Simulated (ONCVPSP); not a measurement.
indium: one change to an ONCV potential, before and after

| Quantity | Value |
| --- | --- |
| Element | In |
| Generator | ONCVPSP 4.0.1 |
| Type | optimised norm-conserving Vanderbilt (ONCV) |
| Functional | PBE |
| Relativity | scalar-relativistic |
| Frozen core | [Ar] 3d10 |
| Valence charge | 21 |
| Reference configuration | 4s2 4p6 4d10 5s2 5p1 |
| Partial waves | 4s+5s: rc 1.25 bohr, ncon 3, nbas 7, qcut 10.3 1/bohr, 2 projectors; 4p+5p: rc 1.55 bohr, ncon 4, nbas 8, qcut 8.8 1/bohr, 2 projectors; 4d: rc 1.15 bohr, ncon 4, nbas 9, qcut 9.4 1/bohr, 2 projectors, debl 1.3 Ha |
| Local potential | polynomial inside 1.00 bohr (lpopt 5, dvloc0 0 Ha) |
| Core correction | Teter function, fcfact 6, rcfact 1.5 |

Change: s: qcut 5.8.

Cutoffs: the cutoffs (Ha) at which the residual kinetic energy of the hardest occupied pseudo-wave falls to 1 and 0.1 mHa per electron; they do not see the model core or the augmentation charge, which bear on the density cutoff. Errors are all-electron minus pseudo energies relative to the spin-unpolarised reference configuration.

How do hardness, ghosts and transferability respond?

The potential gets harder (39 Ha and 49 Ha → 73 Ha and 129 Ha); of the 3 tests that both files solve, the error grows in 2 and shrinks in 0 by more than 15 % and 0.3 meV (median size 1.7 → 2.8 meV); the range in which the s phases agree narrows (upper end at the end of the scan → 2.8); neither file shows a bound ghost.

| quantity | base | changed |
| --- | --- | --- |
| cutoff, loose | 39 Ha | 73 Ha |
| cutoff, tight | 49 Ha | 129 Ha |
| loose cutoff by channel | s 38 Ha, p 23 Ha, d 39 Ha | s 73 Ha, p 23 Ha, d 39 Ha |
| bound ghosts | none | none |
| GHOST(+) flags under 300 eV | s at 298.9 eV | s at 180.4 eV |
| tests with a reliable result | 3 of 4 | 3 of 4 |
| error for 4s2 4p6 4d10 5s2 5p0, meV [ΔE 5.36 eV] | -1.1 | -1.1 |
| error for 4s2 4p6 4d10 5s1 5p0, meV [ΔE 24.60 eV] | -4.6 | -5.9 |
| error for 4s2 4p6 4d10 5s1 5p1, meV [ΔE 11.96 eV] | -1.7 | -2.8 |
| s: phases at 1.27 bohr within 0.05 rad from the reference energy up to (Ha; the scan ends near 5) | to the end of the scan | 2.8 |
| p: phases at 1.57 bohr within 0.05 rad from the reference energy up to (Ha; the scan ends near 5) | to the end of the scan | to the end of the scan |
| d: phases at 1.17 bohr within 0.05 rad from the reference energy up to (Ha; the scan ends near 5) | to the end of the scan | to the end of the scan |
| rms error of d²Exc/dni dnj with the model core, mHa | 2.07 | 2.78 |
